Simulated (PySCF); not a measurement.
# Polarisability and C₆ of Cl²⁺ (chlorine, charge +2)

[Ne] 3s2 3p3, high-spin 4S determinant. Calculation: PySCF 2.14, in dyall-av3z (19s12p3d2f, 84 functions); scalar relativity by spin-free X2C-1e. Coupled (time-dependent) response in atomic units; α is the mean over directions.

| method | mean α (bohr³) | C₆ (like pair) | S(−4) |
| --- | --- | --- | --- |
| UHF | 5.903 | 21.04 | 11.05 |
| PBE | 5.806 | 20.72 | 9.766 |
| PBE0 | 5.795 | 20.65 | 9.835 |
| revPBE | 5.832 | 20.83 | 9.973 |
| TPSSh | 5.832 | 20.93 | 10.05 |

S(−4) is the Cauchy moment in α(ω) = α(0) + S(−4) ω² + …

α(iu) at revPBE:

```tsv
u (hartree)	α(iu) (bohr³)
0	5.832
0.0500	5.807
0.100	5.735
0.200	5.466
0.300	5.081
0.500	4.180
0.750	3.139
1.00	2.347
1.50	1.386
2.00	0.8947
3.00	0.4579
5.00	0.1907
```

A single London oscillator, α(iu) = α/(1 + u²/ω²), gives C₆ = (3/4) ω α². Matching the computed C₆ needs ω = 4 × 20.83 / (3 × 5.832²) = 0.817 hartree.

For an ion, C₆ is the dispersion term alone; charge-induced terms of lower order in 1/R come first.
